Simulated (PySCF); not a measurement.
# Removing an electron from `N#C[SiH2][SiH2][SiH2][SiH3]`

Compound: CH9NSi4.
Atom-mapped SMILES: `[N:1]#[C:2][SiH2:3][SiH2:4][SiH2:5][SiH3:6]` (hydrogens: H7, H8 on Si3; H9, H10 on Si4; H11, H12 on Si5; H13, H14, H15 on Si6)

Cartesian coordinates in Å at the PBE0-D3(BJ)/def2-SVP level; atoms count from 1:
```xyz
15
CH9NSi4 angstrom
N     -1.9574    1.3071    1.8775
C     -1.9671    1.0143    0.7545
Si    -1.8761    0.4827   -1.0293
Si    -0.4286   -1.3738   -1.0783
Si     0.9825   -1.1427    0.7822
Si     1.9772    0.9806    0.6685
H     -1.3285    1.6480   -1.7808
H     -3.2718    0.1961   -1.4663
H     -1.2397   -2.6297   -1.0390
H      0.3380   -1.3304   -2.3624
H      0.1450   -1.2744    2.0126
H      2.0258   -2.2156    0.7818
H      3.1136    0.9297   -0.3029
H      0.9809    1.9778    0.1710
H      2.4874    1.4130    2.0034
```

Level: B3LYP/def2-SVPD (PySCF). Frontier orbitals with their largest atomic shares (Löwdin; up to four atoms above 4 %):

| orbital | ε (eV) | main atoms |
| --- | --- | --- |
| HOMO−3 | -9.38 | N1 19 %, C2 15 %, Si6 14 %, Si5 11 % |
| HOMO−2 | -9.04 | Si4 22 %, Si5 18 %, H10 10 %, H11 10 % |
| HOMO−1 | -8.36 | Si5 19 %, Si4 16 %, Si3 15 %, Si6 14 % |
| HOMO | -7.98 | ? |
| LUMO | -1.13 | Si3 22 %, C2 17 %, N1 16 %, Si4 16 % |
| LUMO+1 | -1.00 | Si3 22 %, C2 18 %, N1 17 %, Si4 16 % |
| LUMO+2 | -0.83 | Si3 22 %, Si4 18 %, Si5 14 %, C2 8 % |

What vertical ionisation energy does ΔSCF give, and how far is −ε(HOMO) from it?

ΔSCF: 9.81 eV (946 kJ/mol; threshold wavelength 126 nm); ⟨S²⟩ of the doublet left behind is 0.755, against 0.75 for a pure doublet. −ε(HOMO) is 7.98 eV, 1.83 eV below it. In exact Kohn–Sham theory the two would be equal; B3LYP (global hybrid, 20 % exact exchange) falls short of its own ΔSCF value by 19 %.

On which atoms does the HOMO lie?

Si5 (SiH2 silicon) 30 %, Si4 (SiH2 silicon) 25 %, Si6 (SiH3 silicon) 17 %, Si3 (SiH2 silicon) 7 %, so no atom holds as much as 40 %. The HOMO−1 lies 0.38 eV lower.

How many of the 10 lowest singlet excitations (vertical TDDFT, same level) lie below the ionisation energy?

All 10; they run from 5.97 to 6.98 eV.

What kinetic energy would electrons from this vertical process carry with 118.2 nm light (10.49 eV)?

10.49 − 9.81 = 0.68 eV.

Isolated species at its PBE0-D3(BJ)/def2-SVP geometry (one conformer only).

The run behind these numbers computed excited states and ΔSCF ions as well. On Arm Neoverse V2, one thread, no GPU, shared host with 96 logical CPUs at a one-minute load of 62, this took 3.4 min (grids of density and orbitals included) and 1.0 GiB of memory at its peak.
